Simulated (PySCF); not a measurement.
# How methods differ on the interval between two levels of Ru

Ru [Kr] 4d7 5s1 [5F5, M_J = 5] → Ru [Kr] 4d8 [3F4, M_J = 4], as a difference of total energies. All numbers are calculated (PySCF 2.14, the two-component X2C-1e Hamiltonian, in x2c-TZVPall-2c). Correlated levels: [Ar] 3d10 frozen; the 6 highest virtual spinors dropped. "Screened" scales the spin-orbit matrix elements by Boettger's factors to mimic the two-electron term; Breit and QED terms are absent.

```tsv
method	interval between two levels (cm⁻¹)
GHF (spin-free)	17947
GMP2 (spin-free)	11000
GHF (screened spin-orbit)	18187
GMP2 (screened spin-orbit)	11222
```

The labels give the starting determinants; with spin-orbit coupling the two ends relaxed to ⟨J²⟩ = 30.01, ⟨L²⟩ = 12.09, ⟨S²⟩ = 5.98 and ⟨J²⟩ = 20.03, ⟨L²⟩ = 12.08, ⟨S²⟩ = 2.02.
